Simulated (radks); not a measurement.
Co XI, 17 electrons, occupied as [Ne] 3s2 3p5 (the NIST ground configuration).

Calculated with a radial shooting solver on a logarithmic mesh with Libxc functionals: Dirac Kohn-Sham, PBE, spin-unpolarised, spherical densities, point nucleus; open shells are shared between the two j in proportion to 2j + 1.

Energy parts (eV):
| part | energy |
|---|---|
| total | -36868.854 |
| kinetic | 37452.676 |
| electron-nucleus | -83822.197 |
| Hartree | 10895.194 |
| exchange-correlation | -1394.527 |

Orbitals (lengths in bohr, moments of r in powers of bohr):
orbital     occ.  eigenvalue (eV)       <r^4>  small-component weight
1s1/2          2        -7856.030  0.00004643                9.45e-03
2s1/2          2        -1165.407     0.01010                1.76e-03
2p1/2          2        -1046.766    0.007391                1.74e-03
2p3/2          4        -1031.888    0.007735                1.72e-03
3s1/2          2        -330.7522      0.4572                4.90e-04
3p1/2    1.66667        -293.7252      0.4900                4.61e-04
3p3/2    3.33333        -291.1559      0.5053                4.56e-04
3d3/2          0        -232.9240      0.4954                3.89e-04
3d5/2          0        -232.5061      0.4992                3.88e-04
4s1/2          0        -145.5858       7.905                1.90e-04

The highest occupied level is 3p3/2 at -291.16 eV. The density falls to 0.001 e/bohr^3 at r = 1.79 bohr. For comparison, the ionisation energy in NIST's Atomic Spectra Database is 305.3 eV (semi-empirical). In exact Kohn-Sham theory the highest level is minus the ionisation energy, but local and semilocal functionals leave it too shallow, through self-interaction and a potential that decays too fast; potentials with the right tail come closer.

Beside tabulated values, note that spin-unpolarised runs miss the spin-polarisation part of the exchange energy of open shells.
